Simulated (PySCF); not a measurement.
C6H15NSi2.
Numbering: `[SiH3:1][N:2]([SiH3:3])[C@H:4]1[CH2:5][CH:6]=[CH:7][CH2:8][CH2:9]1` (hydrogens: H10, H11, H12 on Si1; H13, H14, H15 on Si3; H16 on C4; H17, H18 on C5; H19 on C6; H20 on C7; H21, H22 on C8; H23, H24 on C9)

Method used: PySCF, PBE0-D3(BJ)/def2-SVP geometry optimisation, gas phase.

(1) Give the optimised bond lengths and angles.

Results:

(1) 
```csv
bond,length (Å),order
"Si1–N2, N2–Si3",1.746,single
N2–C4,1.469,single
C4–C5,1.527,single
C5–C6,1.499,single
C6=C7,1.337,double
C7–C8,1.499,single
C8–C9,1.525,single
C4–C9,1.528,single
Si1–H10 and 5 like bonds,1.496,single
C4–H16,1.109,single
C5–H17,1.108,single
C5–H18,1.103,single
C6–H19,1.095,single
C7–H20,1.095,single
C8–H21,1.103,single
C8–H22,1.107,single
C9–H23,1.101,single
C9–H24,1.104,single
```

Bonds in one row agree within 0.01 Å and their mean is given. Orders are formal, as drawn. A selection of angles:
```csv
angle,degrees
N2–Si1–H10,108.9
N2–Si1–H11,111.1
H10–Si1–H11,109.5
H11–Si1–H12,106.8
Si1–N2–Si3,124.0
Si1–N2–C4,114.6
Si3–N2–C4,121.4
N2–Si3–H13,107.3
N2–Si3–H15,113.7
N2–C4–C5,112.6
N2–C4–C9,112.6
N2–C4–H16,107.8
C5–C4–C9,110.3
C5–C4–H16,106.2
C9–C4–H16,106.9
C4–C5–C6,112.1
C4–C5–H17,109.8
C4–C5–H18,109.7
C6–C5–H17,109.1
C6–C5–H18,110.7
H17–C5–H18,105.2
C5–C6–C7,123.3
C5–C6–H19,117.2
C7–C6–H19,119.5
C6–C7–C8,123.3
C6–C7–H20,119.2
C8–C7–H20,117.5
C7–C8–C9,112.2
C7–C8–H21,109.8
C7–C8–H22,109.1
C9–C8–H21,110.3
C9–C8–H22,110.2
H21–C8–H22,105.0
C8–C9–H23,110.9
C8–C9–H24,109.9
C4–C9–C8,111.1
C4–C9–H23,109.4
C4–C9–H24,108.6
H23–C9–H24,106.8
```

Torsions: Si1–N2–C4–C5 133° (anticlinal); N2–C4–C5–C6 172° (antiperiplanar); C4–C5–C6–C7 -15° (synperiplanar); C5–C6–C7–C8 -1° (synperiplanar); C6–C7–C8–C9 -14° (synperiplanar); C7–C8–C9–C4 44° (synclinal); N2–C4–C9–C8 172° (antiperiplanar).

The 6-membered ring C4–C5–C6–C7–C8–C9 has internal angles of 110.3° to 123.3°; it is puckered, 0.20 Å rms from its mean plane, widest ring torsion 61°. The 6 C–C bonds span 1.337 Å (C6=C7, drawn double) to 1.528 Å (C4–C9, drawn single), a spread of 0.191 Å. N2 (nitrogen bridging silicon atoms) is planar (angles 124.0°, 121.4° and 114.6°, sum 360.0°, 0.00 Å off the plane of its three neighbours). Si1 (SiH3 silicon) is tetrahedral (angles from 106.8° to 111.1°). Of the pairs four or more bonds apart, Si3···H17 is among the closest relative to their van der Waals radii: 2.70 Å, 82 % of the sum of Bondi's values.

Point group: C1 (no symmetry element, even within 0.4 Å). Not checked by PBE0-D3(BJ)/def2-SVP frequencies. The numbers are those of one conformer.

The run took about 7 min of CPU time (one thread, shared machine). This is the geometry optimisation.
